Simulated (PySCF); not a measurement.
C₂H₃AlFNO₂, SMILES C(=[N][Al]([O]C)[F])=O. Atoms are numbered in the order given.

```xyz
10

Al     0.6092     0.5599     0.0000
F      2.2444     0.8683     0.0000
N      0.0442    -1.1182     0.0000
C     -0.3035    -2.2803     0.0000
O     -0.6498    -3.4096     0.0000
O     -0.4508     1.8773     0.0000
C     -1.8452     2.0531     0.0000
H     -2.1611     2.6313     0.8966
H     -2.1611     2.6313    -0.8966
H     -2.4095     1.0920     0.0000
```

The structure is a stationary point at PBE-D3(BJ)/def2-SVP. The structure was generated by enumeration; whether it is a known compound was not checked. One conformer was computed; it need not be the lowest.

Computed with PBE-D3(BJ)/def2-SVP run with PySCF 2.14.0.

Frequencies are harmonic and unscaled.

Q: Estimate the vibrational spectrum. (Estimate from the structure and the level; the computed values follow.)

A: 
```json
[
 {"mode": "1", "ν (cm⁻¹)": "46", "IR (km/mol)": "1.6", "moving atoms (share of kinetic energy)": "O 34 %, C 31 %, H 12 %, F 9 %, N 8 %"},
 {"mode": "2", "ν (cm⁻¹)": "78", "IR (km/mol)": "0.2", "moving atoms (share of kinetic energy)": "H 78 %, N 11 %, O 9 %"},
 {"mode": "3", "ν (cm⁻¹)": "91", "IR (km/mol)": "0.6", "moving atoms (share of kinetic energy)": "N 39 %, H 20 %, F 15 %, O 15 %"},
 {"mode": "4", "ν (cm⁻¹)": "94", "IR (km/mol)": "1.9", "moving atoms (share of kinetic energy)": "N 32 %, C 22 %, O 18 %, F 13 %, H 13 %"},
 {"mode": "5", "ν (cm⁻¹)": "98", "IR (km/mol)": "2.5", "moving atoms (share of kinetic energy)": "O 54 %, H 20 %, C 13 %"},
 {"mode": "6", "ν (cm⁻¹)": "224", "IR (km/mol)": "34.5", "moving atoms (share of kinetic energy)": "F 48 %, N 17 %, O 15 %, C 13 %"},
 {"mode": "7", "ν (cm⁻¹)": "270", "IR (km/mol)": "23.2", "moving atoms (share of kinetic energy)": "O 44 %, N 21 %, Al 13 %, F 11 %"},
 {"mode": "8", "ν (cm⁻¹)": "272", "IR (km/mol)": "86.4", "moving atoms (share of kinetic energy)": "Al 64 %, N 13 %, O 12 %, F 9 %"},
 {"mode": "9", "ν (cm⁻¹)": "495", "IR (km/mol)": "23.7", "moving atoms (share of kinetic energy)": "O 36 %, F 21 %, C 19 %, Al 15 %"},
 {"mode": "10", "ν (cm⁻¹)": "593", "IR (km/mol)": "23.0", "moving atoms (share of kinetic energy)": "C 72 %, O 15 %, N 13 %"},
 {"mode": "11", "ν (cm⁻¹)": "603", "IR (km/mol)": "22.6", "moving atoms (share of kinetic energy)": "C 72 %, O 14 %, N 14 %"},
 {"mode": "12", "ν (cm⁻¹)": "746", "IR (km/mol)": "191.3", "moving atoms (share of kinetic energy)": "Al 53 %, O 21 %, C 16 %"},
 {"mode": "13", "ν (cm⁻¹)": "904", "IR (km/mol)": "92.1", "moving atoms (share of kinetic energy)": "Al 50 %, F 43 %"},
 {"mode": "14", "ν (cm⁻¹)": "1140", "IR (km/mol)": "40.4", "moving atoms (share of kinetic energy)": "H 68 %, C 22 %, O 10 %"},
 {"mode": "15", "ν (cm⁻¹)": "1146", "IR (km/mol)": "0.1", "moving atoms (share of kinetic energy)": "H 77 %, C 19 %"},
 {"mode": "16", "ν (cm⁻¹)": "1213", "IR (km/mol)": "298.2", "moving atoms (share of kinetic energy)": "O 55 %, C 31 %, H 9 %"},
 {"mode": "17", "ν (cm⁻¹)": "1422", "IR (km/mol)": "1.2", "moving atoms (share of kinetic energy)": "H 97 %"},
 {"mode": "18", "ν (cm⁻¹)": "1426", "IR (km/mol)": "0.8", "moving atoms (share of kinetic energy)": "H 95 %"},
 {"mode": "19", "ν (cm⁻¹)": "1432", "IR (km/mol)": "19.2", "moving atoms (share of kinetic energy)": "H 88 %, C 9 %"},
 {"mode": "20", "ν (cm⁻¹)": "1469", "IR (km/mol)": "33.3", "moving atoms (share of kinetic energy)": "N 56 %, O 39 %"},
 {"mode": "21", "ν (cm⁻¹)": "2389", "IR (km/mol)": "1156.7", "moving atoms (share of kinetic energy)": "C 70 %, N 18 %, O 12 %"},
 {"mode": "22", "ν (cm⁻¹)": "2919", "IR (km/mol)": "83.1", "moving atoms (share of kinetic energy)": "H 97 %"},
 {"mode": "23", "ν (cm⁻¹)": "2998", "IR (km/mol)": "43.0", "moving atoms (share of kinetic energy)": "H 91 %, C 9 %"},
 {"mode": "24", "ν (cm⁻¹)": "3010", "IR (km/mol)": "31.0", "moving atoms (share of kinetic energy)": "H 90 %, C 10 %"}
]
```
